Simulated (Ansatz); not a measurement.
A trace of molecular dynamics of CH4BFO (8 atoms, charge 0, multiplicity 1).

The calculation used Ansatz, RKS PBE0-D4/def2-SVP.

```
ensemble                      : NVE (velocity Verlet)
starting velocities drawn for : 500 K
seed                          : 964274
```

```
time (fs)  T (K)  potential energy less start (eV)  conserved less start (meV/atom)
      0.0    500                             0.000                             0.00
      5.0    367                             1.073                           121.26
     10.0   3539                             2.781                           642.30
     15.0  18606                             7.707                          2718.64
     20.0  17937                             8.139                          2707.77
     25.0  17677                             8.358                          2710.02
     30.0  17363                             8.629                          2713.44
     35.0  17191                             8.726                          2708.94
     40.0  17211                             8.735                          2711.91
     45.0  17376                             8.607                          2711.93
     50.0  17494                             8.505                          2710.65
     55.0  17481                             8.560                          2716.29
     60.0  17524                             8.448                          2706.38
     65.0  17480                             8.506                          2709.33
     70.0  17375                             8.538                          2703.16
     75.0  17218                             8.661                          2703.36
     80.0  17249                             8.608                          2699.74
     85.0  17279                             8.594                          2700.87
     90.0  17398                             8.514                          2702.44
     95.0  17548                             8.422                          2705.46
    100.0  17511                             8.457                          2706.22
```

Question: Can this run be trusted? Judge the integration.

Answer: The conserved energy changed by up to 2800 meV per atom, so the integration failed: the time step of 2.5 fs is too long for the fastest motions that this run met, and the later frames carry no physical meaning.

Time of the run: 92 s on 1 thread of Arm Neoverse V1 (shared host), peak memory 0.16 GiB.
